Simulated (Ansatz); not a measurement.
Wavefunction ladder for CH6BNSZn, SMILES `B[S][Zn][CH2]N`

```xyz
11

B     1.048   -0.029    2.517
S    -0.699   -0.214    2.749
Zn   -0.947    0.122    0.584
C    -0.964    0.349   -1.379
N     0.073   -0.345   -2.141
H     1.780   -0.126    3.456
H     1.527    0.193    1.431
H    -1.941    0.035   -1.754
H    -0.900    1.418   -1.598
H     0.999   -0.057   -1.855
H     0.023   -1.346   -2.010
```

Total charge 0; spin multiplicity 1. For Zn the d shell is correlated and the shells below it are frozen. Scalar relativity is left out up to krypton. All single points use the PBE0-D4/def2-TZVP geometry. It is one conformer, not always the lowest. Frozen core, restricted reference, Ansatz 0.2.0.

```
     basis      HF (Eh)  MP2 corr.
  def2-SVP  -2295.38446   -0.83705
def2-TZVPP  -2295.90272   -1.18021
def2-QZVPP  -2295.96114   -1.26538
```

**Question.** Estimate the CCSD correlation energy and the (T) correction in each basis where they were run (hartree).

**Answer.** 
| basis | CCSD corr. | (T) |
| --- | --- | --- |
| def2-SVP | -0.86568 | -0.02675 |
| def2-TZVPP | -1.17593 | -0.04637 |
